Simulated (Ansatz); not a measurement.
Relaxation of C₂H₇AlSSi (12 atoms, charge 0, multiplicity 1), to a largest force component of 0.015 eV/Å in at most 40 steps.

The calculation used RKS CAM-B3LYP-D4/6-31G in Ansatz.

```xyz
12
Properties=species:S:1:pos:R:3:forces:R:3
Al -1.489 0.460 1.623 -0.45 1.35 0.86
Si -0.472 -0.525 -0.227 0.07 -0.29 0.52
C -0.560 0.553 -1.691 0.26 4.61 -1.44
S -1.745 -0.412 -2.769 0.20 -0.42 0.51
C -1.630 -1.553 -1.259 -2.63 -1.33 0.59
H -1.860 2.084 1.569 0.15 -0.71 -0.01
H -1.874 -0.354 2.910 -0.15 -0.21 0.36
H 0.819 -1.150 -0.111 1.11 -0.53 0.27
H 0.394 0.705 -2.199 -0.07 0.25 -0.11
H -1.018 1.587 -1.460 0.90 -1.40 -0.54
H -1.198 -2.507 -1.497 -0.36 -0.71 -0.24
H -2.647 -1.617 -0.774 0.97 -0.60 -0.78
```

Task: Where does it end, and by what steps?

Result: It converged. The force dipped under the threshold on the way, but the program's further checks kept it going. Limits of this set-up: no polarisation functions. After 16 steps the energy has fallen by 0.804 eV; H6 moved furthest, 0.74 Å.

| step | energy less start (eV) | largest force component (eV/Å) | accepted |
| --- | --- | --- | --- |
| 0 | 0.0000 | 4.608 | yes |
| 1 | -0.6477 | 1.476 | yes |
| 2 | -0.7730 | 0.565 | yes |
| 3 | -0.7624 | 0.493 | no |
| 4 | -0.7928 | 0.060 | yes |
| 5 | -0.7947 | 0.065 | yes |
| 6 | -0.7976 | 0.032 | yes |
| 7 | -0.7986 | 0.079 | yes |
| 8 | -0.7994 | 0.051 | yes |
| 9 | -0.8010 | 0.046 | yes |
| 10 | -0.8017 | 0.073 | yes |
| 11 | -0.8021 | 0.067 | yes |
| 12 | -0.8028 | 0.015 | yes |
| 13 | -0.8031 | 0.010 | yes |
| 14 | -0.8034 | 0.024 | yes |
| 15 | -0.8035 | 0.015 | yes |
| 16 | -0.8035 | 0.012 | yes |

```xyz
12
Properties=species:S:1:pos:R:3
Al -1.540 0.551 1.763
Si -0.517 -0.425 -0.246
C -0.571 0.668 -1.846
S -1.888 -0.445 -2.665
C -1.618 -1.679 -1.232
H -1.340 2.104 2.101
H -2.416 -0.359 2.747
H 0.861 -0.968 0.032
H 0.348 0.671 -2.432
H -0.933 1.690 -1.739
H -1.098 -2.569 -1.585
H -2.566 -1.969 -0.783
```

Time of the run: 110 s on 1 thread of Arm Neoverse V1, with other jobs on the host, peak memory 0.22 GiB.
